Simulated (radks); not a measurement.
Task: Cs9+, configuration [Kr] 4d10. Method: scalar-relativistic Kohn-Sham, PBEsol, spin-unpolarised, spherical densities, point nucleus; computed with a radial shooting solver on a logarithmic mesh with Libxc functionals. Some entries of the table are withheld. Estimate them.

orbital,occ.,eigenvalue (Ry),<1/r> (bohr^-1),r(max) (bohr)
1s,2,-2639.670,59.38,0.01679
2s,2,-422.0788,(1),0.09491
2p,6,-379.6710,13.00,0.07619
3s,2,-95.17252,4.917,0.2726
3p,6,-81.52403,4.669,0.2666
3d,10,-61.48298,4.425,0.2203
4s,2,-25.37035,(2),(3)
4p,6,-20.97331,1.872,0.6708
4d,10,-14.53223,1.624,0.7147

Result: 
(1) 2s <1/r> (bohr^-1): 13.64
(2) 4s <1/r> (bohr^-1): 2.030
(3) 4s r(max) (bohr): 0.6411
